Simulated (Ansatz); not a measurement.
Cost and result for the atomization energy of C₂H₆OSeSi (`CC1(O)[SiH2][Se]1`) (11 atoms, 11 bonds).

```xyz
11

C    -0.0050    0.0887   -1.3513
C     0.2139   -0.2652    0.0914
O     0.6049   -1.5642    0.3064
Si   -0.6661    0.5678    1.4946
Se    1.4248    1.1749    1.0579
H     0.9131   -0.0462   -1.9340
H    -0.3233    1.1241   -1.4662
H    -0.7745   -0.5690   -1.7686
H     1.3307   -1.7798   -0.2913
H    -1.7635    1.5069    1.1597
H    -0.9551   -0.2380    2.7014
```

Total charge 0; spin multiplicity 1. Correlated methods include outer-core shells of Se, which these sets cover unevenly. Scalar relativity is left out up to krypton. Geometry: relaxed with PBE0-D4/def2-TZVP. It is one conformer, not always the lowest. Program: Ansatz. All runs use 4 threads of an Arm Neoverse V1 on a shared host. Times are those of one run each, without the atoms' runs, and a repeat can differ threefold. Electronic energies, without spin–orbit coupling; frozen cores. CCSD(T)/CBS adds CCSD(T) − MP2 in def2-TZVPP to the MP2 limit, and its time is that of the two runs behind it. T1 = 0.012. With those shells the extrapolation isn't a true limit. B3LYP takes the VWN-RPA correlation (the form of Gaussian; ORCA's B3LYP/G).

CCSD(T)/CBS is a level of theory with its own doubt, some kJ/mol a heavy atom from the limit and from the frozen cores, so smaller differences don't rank the functionals.

```
                             level  functions  atomization (kcal/mol)  difference from CCSD(T)/CBS  per bond
                    MP2/def2-QZVPP        510                   945.4                          5.7       0.5
                 CCSD(T)/CBS(def2)          –                   939.7                          0.0       0.0
r2SCAN-D4/def2-TZVPP (with forces)        267                   942.8                          3.1       0.3
  ωB97M-V/def2-TZVPP (with forces)        267                   937.0                         -2.7      -0.2
   PBE-D4/def2-TZVPP (with forces)        267                   959.4                         19.7       1.8
                CCSD(T)/def2-TZVPP        267                   911.6                        -28.1      -2.5
                PBE0-D4/def2-TZVPP        267                   940.2                          0.5       0.0
 B3LYP-D4/def2-TZVPP (with forces)        267                   934.2                         -5.5      -0.5
                ωB97X-V/def2-TZVPP        267                   939.6                         -0.1       0.0
                 B2PLYP/def2-TZVPP        267                   923.7                        -16.0      -1.4
```

**Question.** Order the runs by time, with rough figures. (An estimate is asked.)

**Answer.** Computed: PBE-D4/def2-TZVPP (with forces) 3.5 s; PBE0-D4/def2-TZVPP 4.7 s; B3LYP-D4/def2-TZVPP (with forces) 7.5 s; r2SCAN-D4/def2-TZVPP (with forces) 7.5 s; B2PLYP/def2-TZVPP 9 s; ωB97X-V/def2-TZVPP 11 s; ωB97M-V/def2-TZVPP (with forces) 17 s; MP2/def2-QZVPP 37 s; CCSD(T)/def2-TZVPP 5.8 min; CCSD(T)/CBS(def2) 6.4 min.

The D4 term adds +11.1 kcal/mol with B3LYP and +5.7 kcal/mol with PBE0; it sums over pairs of atoms, weighted by their polarisabilities, and B3LYP, whose exchange is more repulsive, gets the larger term. From PBE to PBE0 (25 % exact exchange), in def2-TZVPP and without D4, the atomization energy moves by −18.2 kcal/mol: exact exchange takes away binding that semilocal exchange gives to molecules. In def2-TZVPP, CCSD(T) changes the Hartree–Fock value by +254.0 kcal/mol (the triples alone add +17.4 kcal/mol) and MP2 by +271.3 kcal/mol; breaking electron pairs costs correlation energy, which Hartree–Fock lacks.
